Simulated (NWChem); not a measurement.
C3H6F2; SMILES FC(F)(C)C

All runs: NWChem. Pople sets run with spherical d functions. Structure relaxed at the PBE0/def2-SVP level. Vertical excitations in the gas phase; the lowest state need not have the same character in each row.

Among these, which level gives the lowest value of “lowest excitation, singlet (eV)”?
A) PBE/6-31+G*, full TDDFT
B) B3LYP/6-31+G*, full TDDFT
C) PBE0/6-31+G*, full TDDFT

A, PBE/6-31+G*, full TDDFT. Values: PBE/6-31+G*, full TDDFT 7.64; B3LYP/6-31+G*, full TDDFT 8.52; PBE0/6-31+G*, full TDDFT 8.82
